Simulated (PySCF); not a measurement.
# A ladder of Hamiltonians for P⁵⁺ (phosphorus, charge +5)

Occupied: 1s1/2, 2s1/2, 2p1/2, 2p3/2. Hartree-Fock calculated with PySCF 2.14 in an uncontracted even-tempered set (18 s from 0.13 bohr⁻², ratio 2.7; 12 p from 0.16 bohr⁻², ratio 2.7), Gaussian nucleus throughout. NR is non-relativistic, sf-X2C the spin-free one-electron X2C Hamiltonian, X2C adds the bare one-electron spin-orbit term, X2C-SNSO screens it by Boettger's factors, DC is four-component Dirac-Coulomb, and the Gaunt and Breit terms are added at first order (total energies over the DC spinors, levels after relaxing the spinors in that mean field). QED terms are absent. Levels marked empty are virtual spinors of this ion.

| Hamiltonian | E (hartree) | E − E(DC) (hartree) | CPU seconds |
| --- | --- | --- | --- |
| NR | -334.3655 | 0.8372 | 0.4 |
| sf-X2C | -335.1749 | 0.0277 | 0.18 |
| X2C | -335.1755 | 0.0271 | 0.23 |
| X2C-SNSO | -335.1754 | 0.0273 | 0.23 |
| DC | -335.2027 | 0.0000 | 12 |
| DC+Gaunt | -335.1285 | 0.0742 | 27 |
| DC+Breit | -335.1336 | 0.0691 | 85 |

Task: Give the 2p spin-orbit interval with each Hamiltonian that has one.

Result: X2C 1.147; X2C-SNSO 0.9934; DC 0.9755; DC+Gaunt 0.9290; DC+Breit 0.9290 (eV).

```csv
level (eV),NR,sf-X2C,X2C,X2C-SNSO,DC,DC+Gaunt,DC+Breit
1s1/2,-2254.8,-2260.9,-2260.9,-2260.9,-2261.4,-2260.2,-2260.2
2s1/2,-278.97,-280.07,-280.07,-280.07,-280.10,-280.05,-280.05
2p1/2,-222.24,-222.30,-223.07,-222.96,-222.96,-222.85,-222.86
2p3/2,-222.24,-222.30,-221.92,-221.97,-221.99,-221.92,-221.93
3s1/2 (empty),-64.390,-64.540,-64.540,-64.540,-64.544,-64.536,-64.537
3p1/2 (empty),-53.519,-53.544,-53.623,-53.613,-53.612,-53.600,-53.602
3p3/2 (empty),-53.519,-53.544,-53.505,-53.510,-53.512,-53.504,-53.506
```

Weight of the small component: 1s1/2 0.00284, 2s1/2 0.000428, 2p1/2 0.000401, 2p3/2 0.000399, 3s1/2 7.67e-05, 3p1/2 6.69e-05, 3p3/2 6.67e-05.

Koopmans' value for the highest occupied level at DC+Breit: 221.93 eV, against an ionisation energy of 220.43 eV (semi-empirical (NIST evaluation); NIST Atomic Spectra Database, ionization energies); the former lacks relaxation, correlation, QED and recoil.

The whole ladder took 130 s of wall time on 1 thread of Intel(R) Xeon(R) Platinum 8175M CPU @ 2.50GHz (shared host), launched as `OMP_NUM_THREADS=1 python relrun2.py TASK.json OUT` (a driver that calls PySCF for each Hamiltonian).
